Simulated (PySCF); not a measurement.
C₆H₁₁O₃, doublet, at a GFN2-xTB geometry. Base run: M062X/3-21G in PySCF.

Input for PySCF:
```python
from pyscf import gto, scf, dft

mol = gto.Mole()
mol.atom = '''
    C    -3.64704620    0.84250115    0.24757742
    O    -2.45731665    0.27561596   -0.23435976
    C    -1.40572874    0.30957092    0.71566398
    C    -0.20204965   -0.36150837    0.15452191
    C    -0.26984102   -1.72890613   -0.40293118
    O     0.91144793    0.41142564    0.16019208
    C     2.15291385   -0.00165683   -0.17081730
    C     3.10489892    1.16590049   -0.10965003
    O     2.45355281   -1.13417882   -0.46968365
    H    -4.37716852    0.75751537   -0.55443718
    H    -3.51063965    1.89984229    0.50677146
    H    -4.01306744    0.30836134    1.13404066
    H    -1.15724986    1.34781413    0.98094256
    H    -1.74495199   -0.20780327    1.63461689
    H    -1.30758950   -2.04780393   -0.41638988
    H     0.32524701   -2.43332566    0.18418372
    H     0.13082520   -1.75917778   -1.41728515
    H     2.92668493    1.82123484   -0.96046496
    H     4.12583074    0.79931863   -0.14860311
    H     2.94172371    1.73571410    0.80124706
'''
mol.basis = '3-21g'
mol.spin = 1
mol.verbose = 4
mol.build()

mf = dft.UKS(mol)
mf.xc = 'm062x'
mf.kernel()
mf.analyze()
```

The base run was repeated with changes; each row names its change, and settings that it needs were set with it.

```csv
change,ΔE vs base (mEh),fitting functions,dipole (D)
base,0.000,-,2.65
auxbasis = cc-pvqz-jkfit,0.016,1515,2.65
auxbasis = even-tempered beta=3.0,-8.431,377,2.68
"exchange = seminumerical (SGX) (with mf = sgx.sgx_fit(mf, auxbasis='def2-universal-jfit'); with mf.with_df.dfj = True)",-1.077,562,2.65
auxbasis = cc-pvtz-jkfit,0.014,1041,2.65
auxbasis = cc-pvdz-jkfit,0.137,883,2.65
auxbasis = even-tempered beta=1.6,-3.607,835,2.67
only_dfj = on; auxbasis = def2-universal-jfit,-1.064,562,2.65
auxbasis = default (with mf = mf.density_fit()),0.115,879,2.65
auxbasis = cc-pvtz-ri,-0.171,1059,2.65
```

A fitting set is made for a task (jfit for Coulomb, jkfit for Coulomb and exchange, ri for correlation) and for a family of orbital bases.

Open shells are given as the SCF converged; they aren't shown to be the lowest states, and a large step between rows can be another state.
